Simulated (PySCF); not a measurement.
Ligands exchanged one at a time, Al H-F. Gas-phase values, no solvent. Strings in code marks are SMILES.

Quantity: vertical ionisation energy (energy after one electron is removed minus that of the parent at the parent's geometry), in eV.

Level 1: B3LYP/6-31G* // CAM-B3LYP-D3(BJ)/def2-TZVP (PySCF)
Level 2: minus the HOMO energy of B3LYP/6-31G* // CAM-B3LYP-D3(BJ)/def2-TZVP (PySCF)
Level 3: minus the HOMO energy of HF/6-31G* // CAM-B3LYP-D3(BJ)/def2-TZVP (PySCF)
Level 4: minus the HOMO energy of SVWN5/6-31G* // CAM-B3LYP-D3(BJ)/def2-TZVP (PySCF)

| species | level 2 | level 3 | level 4 |
|---|---|---|---|
| `[F][AlH][F]` | 9.71 | 13.59 | 8.49 |
| `[AlH3]` | 8.37 | 11.72 | 7.29 |

Task: What does level 1 give for each?

Result: 
- `[F][AlH][F]`: 12.83
- `[AlH3]`: 11.24
